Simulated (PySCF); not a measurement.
How methods differ on the ionisation energy of Fe²⁺

Fe²⁺ [Ar] 3d6 (5D) → Fe³⁺ [Ar] 3d5 (6S), as a difference of total energies. Calculation: PySCF 2.14, in x2c-TZVPPall (6s5p4d2f1g, 64 functions); scalar relativity by spin-free X2C-1e. Correlated levels: valence and next inner shell: [Ne] frozen. The calculations carry no spin-orbit coupling.

```json
{"method": "UHF", "ionisation energy (eV)": "28.308"}
{"method": "MP2 (valence and next inner shell)", "ionisation energy (eV)": "30.384"}
{"method": "SCS-MP2 (valence and next inner shell)", "ionisation energy (eV)": "30.350"}
{"method": "CCSD (valence and next inner shell)", "ionisation energy (eV)": "30.114"}
{"method": "CCSD(T) (valence and next inner shell)", "ionisation energy (eV)": "30.171"}
```

A first-order spin-orbit estimate (lowest level to lowest level, LS coupling) adds 0.053 eV.

Errors of the correlated levels include the incompleteness of this basis and the frozen core.

Q: Which method comes closest to the reference value, and which is furthest?

A: The reference is 30.651 ± 0.012 eV (measured; NIST Atomic Spectra Database, ionization energies). Closest: MP2 (valence and next inner shell) (error -0.214 eV); furthest: UHF (error -2.289 eV), both after the spin-orbit estimate.
